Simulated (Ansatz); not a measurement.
Relaxation of C2H10NPSi (15 atoms, charge 0, multiplicity 1), to a largest force component of 0.015 eV/Å in at most 40 steps.

These are results of RKS CAM-B3LYP/6-31G* (Ansatz 0.2.0), not measurements.

```xyz
15
Properties=species:S:1:pos:R:3:forces:R:3
C -0.753 -1.698 0.051 -2.47 2.94 -0.02
Si 0.373 -0.221 0.054 2.09 -1.55 -0.18
C 1.345 -0.191 -1.527 2.31 -0.04 1.72
N -0.376 1.277 0.208 -3.60 1.38 -2.53
P -1.095 1.520 1.745 -0.02 0.88 1.50
H -0.263 -2.580 -0.105 1.44 -2.64 -0.38
H -1.329 -1.728 0.984 0.03 -0.28 -0.10
H -1.490 -1.541 -0.780 0.43 -0.32 0.53
H 1.319 -0.339 1.238 -0.33 0.10 -0.40
H 2.093 0.639 -1.487 -0.58 -0.46 -0.10
H 1.934 -1.120 -1.607 -0.22 0.17 -0.19
H 0.752 -0.072 -2.373 -1.15 0.19 -1.77
H -1.213 1.369 -0.526 2.67 -0.10 1.68
H -0.994 0.198 2.242 -0.23 -0.13 0.28
H -2.453 1.378 1.399 -0.37 -0.14 -0.03
```

Where does it end, and by what steps?

The run converged. After 14 steps the energy has fallen by 1.071 eV; H14 moved furthest, 1.21 Å.

| step | energy less start (eV) | largest force component (eV/Å) | accepted |
| --- | --- | --- | --- |
| 0 | 0.0000 | 3.599 | yes |
| 1 | -0.5928 | 1.519 | yes |
| 2 | -0.7032 | 0.550 | yes |
| 3 | -0.7367 | 0.412 | yes |
| 4 | -0.7570 | 0.999 | yes |
| 5 | -0.7929 | 0.847 | yes |
| 6 | -0.8639 | 0.956 | yes |
| 7 | -0.9607 | 0.617 | yes |
| 8 | -1.0167 | 0.330 | yes |
| 9 | -1.0493 | 0.231 | yes |
| 10 | -1.0578 | 0.460 | yes |
| 11 | -1.0622 | 0.332 | yes |
| 12 | -1.0699 | 0.071 | yes |
| 13 | -1.0704 | 0.073 | yes |
| 14 | -1.0708 | 0.013 | yes |

```xyz
15
Properties=species:S:1:pos:R:3
C -0.837 -1.811 -0.063
Si 0.315 -0.334 0.036
C 1.355 -0.185 -1.519
N -0.568 1.161 0.225
P -1.529 1.689 1.543
H -0.268 -2.746 -0.102
H -1.497 -1.866 0.808
H -1.469 -1.762 -0.956
H 1.195 -0.519 1.225
H 2.050 0.658 -1.461
H 1.948 -1.092 -1.675
H 0.728 -0.048 -2.407
H -0.468 1.866 -0.493
H -0.708 1.304 2.641
H -2.399 0.574 1.713
```

Time of the run: 70 s on 2 threads of Arm Neoverse V1, with other jobs on the host, peak memory 0.3 GiB.
